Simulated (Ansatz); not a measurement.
Ansatz (a first-principles code) input (BLYP/def2-TZVPD):

Ansatz 0.2 input:
```yaml
crystal:
  periodic: [false, false, false]
  atoms:
    - {symbol: C, position_ang: [-2.25265628, -0.08129663, 0.34770139]}
    - {symbol: Si, position_ang: [-0.65981358, -0.97479862, 0.06428480]}
    - {symbol: B, position_ang: [0.87152636, 0.36639881, -0.12129313]}
    - {symbol: O, position_ang: [2.13189367, -0.09711638, -0.33593564]}
    - {symbol: O, position_ang: [0.68261466, 1.72006651, -0.03840284]}
    - {symbol: H, position_ang: [-2.89805696, 0.24225296, -0.46196704]}
    - {symbol: H, position_ang: [-2.61773671, 0.17118307, 1.33752946]}
    - {symbol: H, position_ang: [-0.76424683, -1.79046237, -1.17311271]}
    - {symbol: H, position_ang: [-0.39327926, -1.88451417, 1.20828801]}
    - {symbol: H, position_ang: [2.78703160, 0.61039675, -0.41004835]}
    - {symbol: H, position_ang: [-0.23408249, 1.97050911, 0.11428859]}
basis:
  gaussian:
    orbitals: def2-TZVPD
hamiltonian:
  xc: {name: BLYP}
magnetization: {spin_polarized: true, initial_magnetization: 1}
output: {forces: true}
```

End of the output:

```
the calculation of the forces begins
reference -13784.92777451 eV, -506.5867519536 hartree; 24, 23 occupied and 227, 228 virtual orbitals, 1288 factors
Total energy: -13784.92777451 eV, -506.5867519536 hartree
Atom 0 at    -2.252656    -0.081297     0.347701 Å, force     0.071016    -0.066481    -0.013688 eV/Å
Atom 1 at    -0.659814    -0.974799     0.064285 Å, force    -0.080493    -0.021829     0.011677 eV/Å
Atom 2 at     0.871526     0.366399    -0.121293 Å, force    -0.230012    -0.193884     0.028173 eV/Å
Atom 3 at     2.131894    -0.097116    -0.335936 Å, force     0.137506    -0.549519    -0.043123 eV/Å
Atom 4 at     0.682615     1.720067    -0.038403 Å, force     0.385110     0.366586    -0.045513 eV/Å
Atom 5 at    -2.898057     0.242253    -0.461967 Å, force    -0.143786     0.071972    -0.161389 eV/Å
Atom 6 at    -2.617737     0.171183     1.337529 Å, force    -0.087104     0.057602     0.202473 eV/Å
Atom 7 at    -0.764247    -1.790462    -1.173113 Å, force     0.004912    -0.087508    -0.130912 eV/Å
Atom 8 at    -0.393279    -1.884514     1.208288 Å, force     0.043389    -0.097263     0.116090 eV/Å
Atom 9 at     2.787032     0.610397    -0.410048 Å, force     0.381402     0.358293    -0.045263 eV/Å
Atom 10 at    -0.234082     1.970509     0.114289 Å, force    -0.481939     0.162031     0.081474 eV/Å
Dipole moment:    -0.125390     0.314283     0.031945 e Å
```

It need not be the lowest isomer of its formula.
